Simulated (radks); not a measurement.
Spherical jellium clusters: N electrons in a uniform positive sphere of charge N and radius rs N^(1/3), rs = 3.15 bohr. Method: non-relativistic Kohn-Sham, PBEsol, spin-polarised, spherical densities; computed with a radial shooting solver with Libxc functionals. Levels are named by radial order and angular momentum (1s, 1p, 1d, 2s, ...), and open shells are averaged over m. Each electron was tried in the lowest free levels, single moves between levels near the top were tried too, and the lowest total energy was kept; such a search can miss a lower state. Energies include the self-energy of the background; IP and EA are vertical (highest electron removed, lowest free level filled), at fixed background; spill-out counts the electrons outside the background radius R, and alpha is the static dipole polarisability from linear response (closed shells only). A dash means not computed or, for alpha, an open shell; in EA it means that no bound solution was reached, which is typical of self-interaction and does not show that the anion is unstable. Real open-shell clusters deform, which this model forbids.

| N | open shells | 2S | E/N (eV) | E(N+1) + E(N-1) - 2E(N) (eV) | IP (eV) | EA (eV) | -e(HOMO) (eV) | spill-out (e) |
|---|---|---|---|---|---|---|---|---|
| 1 | 1s(up 1, down 0) | 1 | -1.019 | - | - | - | 3.487 | 0.46 |
| 2 | none | 0 | -1.550 | 1.505 | 6.213 | - | 3.807 | 0.65 |
| 3 | 1p(up 1, down 0) | 1 | -1.225 | -0.843 | 4.234 | - | 2.303 | 1.01 |
| 4 | 1p(up 2, down 0) | 2 | -1.273 | -0.628 | 5.027 | - | 3.004 | 1.22 |
| 5 | 1p(up 3, down 0) | 3 | -1.428 | 0.480 | 5.475 | - | 3.465 | 1.37 |
| 6 | 1p(up 3, down 1) | 2 | -1.451 | -0.594 | 4.821 | - | 3.068 | 1.53 |
| 7 | 1p(up 3, down 2) | 1 | -1.552 | -0.405 | 5.313 | 1.820 | 3.514 | 1.66 |
| 8 | none | 0 | -1.679 | 1.801 | 5.613 | - | 3.823 | 1.77 |
| 9 | 1d(up 1, down 0) | 1 | -1.578 | -0.379 | 3.715 | - | 2.143 | 1.98 |
| 10 | 1d(up 2, down 0) | 2 | -1.534 | -0.325 | 4.097 | - | 2.519 | 2.16 |
| 11 | 1d(up 3, down 0) | 3 | -1.528 | -0.281 | 4.391 | - | 2.820 | 2.30 |
| 12 | 1d(up 4, down 0) | 4 | -1.547 | -0.245 | 4.626 | 1.582 | 3.067 | 2.42 |
| 13 | 1d(up 5, down 0) | 5 | -1.581 | 0.456 | 4.819 | - | 3.275 | 2.53 |
| 14 | 1d(up 5, down 0) 2s(up 1, down 0) | 6 | -1.578 | -0.154 | 4.310 | 1.377 | 2.896 | 2.80 |
| 15 | 1d(up 5, down 2) | 3 | -1.586 | -0.309 | 4.500 | 1.658 | 3.053 | 2.76 |
| 16 | 1d(up 5, down 3) | 2 | -1.612 | -0.205 | 4.705 | 1.872 | 3.263 | 2.86 |
| 17 | 1d(up 5, down 4) | 1 | -1.647 | -0.178 | 4.873 | 2.057 | 3.441 | 2.95 |
| 18 | none | 0 | -1.688 | 0.205 | 5.014 | 1.915 | 3.593 | 3.04 |
| 19 | 2s(up 1, down 0) | 1 | -1.714 | 0.301 | 4.772 | 1.710 | 3.401 | 3.22 |
| 20 | none | 0 | -1.722 | 0.814 | 4.479 | - | 3.187 | 3.45 |
| 21 | 1f(up 1, down 0) | 1 | -1.691 | -0.187 | 3.700 | - | 2.393 | 3.57 |
| 22 | 1f(up 2, down 0) | 2 | -1.671 | -0.171 | 3.870 | 1.307 | 2.569 | 3.68 |
| 23 | 1f(up 3, down 0) | 3 | -1.660 | -0.157 | 4.020 | 1.469 | 2.726 | 3.77 |
| 24 | 1f(up 4, down 0) | 4 | -1.657 | -0.144 | 4.153 | 1.616 | 2.867 | 3.86 |
| 25 | 1f(up 5, down 0) | 5 | -1.660 | -0.133 | 4.272 | 1.750 | 2.995 | 3.95 |
| 26 | 1f(up 6, down 0) | 6 | -1.667 | -0.123 | 4.380 | 1.873 | 3.111 | 4.02 |
| 27 | 1f(up 7, down 0) | 7 | -1.679 | 0.439 | 4.477 | 1.444 | 3.217 | 4.10 |
| 28 | 1f(up 7, down 1) | 6 | -1.674 | -0.147 | 4.013 | 1.598 | 2.792 | 4.18 |
| 29 | 1f(up 7, down 2) | 5 | -1.675 | -0.134 | 4.143 | 1.738 | 2.927 | 4.26 |
| 30 | 1f(up 7, down 3) | 4 | -1.679 | -0.122 | 4.258 | 1.864 | 3.049 | 4.34 |
| 31 | 1f(up 7, down 4) | 3 | -1.688 | -0.112 | 4.363 | 1.980 | 3.159 | 4.41 |
| 32 | 1f(up 7, down 5) | 2 | -1.700 | -0.104 | 4.457 | 2.087 | 3.260 | 4.48 |
| 33 | 1f(up 7, down 6) | 1 | -1.713 | -0.097 | 4.543 | 2.185 | 3.352 | 4.55 |
| 34 | none | 0 | -1.729 | 0.447 | 4.621 | 1.788 | 3.438 | 4.62 |
| 35 | 2p(up 1, down 0) | 1 | -1.732 | -0.072 | 4.156 | 1.906 | 3.019 | 4.80 |
| 36 | 2p(up 2, down 0) | 2 | -1.736 | -0.057 | 4.249 | 2.006 | 3.114 | 4.98 |
| 37 | 2p(up 3, down 0) | 3 | -1.741 | 0.334 | 4.325 | 1.730 | 3.195 | 5.16 |
| 38 | 2p(up 3, down 1) | 2 | -1.738 | -0.080 | 4.008 | 1.862 | 2.924 | 5.37 |
| 39 | 2p(up 3, down 2) | 1 | -1.737 | - | 4.119 | 1.975 | 3.034 | 5.57 |

All shells are closed at N = 2, 8, 18, 20, 34 (there: 1s2 1p6 1d10 2s2 1f14); the second difference of the energy has clear peaks (12 % above both neighbours; the first and last values, which can be the largest, are not judged, and half-filled shells can peak too) at N = 5, 8, 13, 20, 27, 34, 37.
